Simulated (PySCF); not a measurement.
CHS, SMILES [C]S (connectivity only; charge and spin as stated), neutral, multiplicity 2. Atoms are numbered in the order given.

```xyz
3

S     -0.0960    -0.4070     0.0000
C      0.0549     1.2277     0.0000
H      1.2063    -0.8537     0.0000
```
Charge 0, spin multiplicity 2.

Geometry: B3LYP-D3(BJ)/def2-TZVPD.

Method: PBE/def2-TZVPD (PySCF).

Mulliken values depend strongly on the basis, most of all with diffuse functions as here. Atomic charges (e):

| atom | Mulliken | meta-Löwdin | Mulliken spin |
|---|---|---|---|
| S1 | -0.08 | 0.27 | -0.01 |
| C2 | -0.09 | -0.35 | 0.86 |
| H3 | 0.18 | 0.08 | 0.14 |
